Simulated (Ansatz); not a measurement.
Geometry optimisation of La4.

```yaml
crystal:
  periodic: [false, false, false]
  atoms:
    - {symbol: La, position_ang: [-1.219066, -0.097628, -1.721986]}
    - {symbol: La, position_ang: [-0.787732, 1.203648, 1.546829]}
    - {symbol: La, position_ang: [1.863044, 0.943886, -0.313072]}
    - {symbol: La, position_ang: [0.143764, -2.049906, 0.488219]}
basis:
  gaussian: {orbitals: def2-SVP}
magnetization: {spin_polarized: true, initial_magnetization: 2}
hamiltonian: {xc: pbe, dispersion: d4}
scf: {lower_state_search: "off"}
output: {orbitals: {seedname: orbitals}}
relax: {f_tol: 0.02, max_steps: 100}
```

```sh
$ ansatz run in.yaml --threads 4 --pin off --events-out ev --progress --plain --max-ram 3916MiB
```

Shortened log:

```
Functional definition: PBE
mean field -3435.49608442 eV, -126.2521524395 hartree, gradient 2.8e-6 eV, S^2 3.412727; 0 other end points of the search recorded, 0 dependent functions left out
relax step   1: F+E_penalty+E_count = -3435.61566016 eV  Δ(F+E_penalty+E_count) = +0.000e0 eV  max|allowed force component| = 2.926e-1 eV/Å  Δτ_max = 0.0000 Å  (139 SCF iters, accepted)
mean field -3435.56453810 eV, -126.2546680658 hartree, gradient 7.4e-6 eV, S^2 3.271541; 0 other end points of the search recorded, 0 dependent functions left out
relax step   2: F+E_penalty+E_count = -3435.68410459 eV  Δ(F+E_penalty+E_count) = -6.844e-2 eV  max|allowed force component| = 1.149e-1 eV/Å  Δτ_max = 0.0896 Å  (47 SCF iters, accepted)
mean field -3435.57579556 eV, -126.2550817699 hartree, gradient 2.3e-6 eV, S^2 3.144514; 0 other end points of the search recorded, 0 dependent functions left out
relax step   3: F+E_penalty+E_count = -3435.69547818 eV  Δ(F+E_penalty+E_count) = -1.137e-2 eV  max|allowed force component| = 2.103e-2 eV/Å  Δτ_max = 0.0614 Å  (49 SCF iters, accepted)
mean field -3435.57625437 eV, -126.2550986309 hartree, gradient 2.7e-6 eV, S^2 3.167394; 0 other end points of the search recorded, 0 dependent functions left out
relax step   4: F+E_penalty+E_count = -3435.69592601 eV  Δ(F+E_penalty+E_count) = -4.478e-4 eV  max|allowed force component| = 4.360e-3 eV/Å  Δτ_max = 0.0104 Å  (42 SCF iters, accepted)
Total energy: -3435.69596606 eV, -126.2594979544 hartree
Atom 0 at    -1.293978     0.004345    -1.664456 Å, force    -0.000816     0.000944    -0.001763 eV/Å
Atom 1 at    -0.896859     1.206607     1.466557 Å, force    -0.004044     0.000691     0.003199 eV/Å
Atom 2 at     1.910624     0.817474    -0.303814 Å, force     0.004360    -0.000020    -0.002856 eV/Å
Atom 3 at     0.280222    -2.028427     0.501703 Å, force     0.000500    -0.001615     0.001420 eV/Å
Dipole moment:     0.017635     0.035206     0.020227 e Å
Checks for a lower state left out: stability, starts, cluster_reference, orbital_swaps, neighbouring_geometries, increment
```

Run time 42 s (4 threads of AMD EPYC 7R43 on a shared host).

In the def2 sets La takes a core potential; there is no spin–orbit coupling. The charge 0 triplet is spin-contaminated (final ⟨S²⟩ up to 3.17, 2.00 for a pure state). At PBE-D4/def2-SVP a quintet of charge 0 lies 0.07 eV below the triplet, each at its own geometry. The structure comes from a short search, and lower isomers may exist.
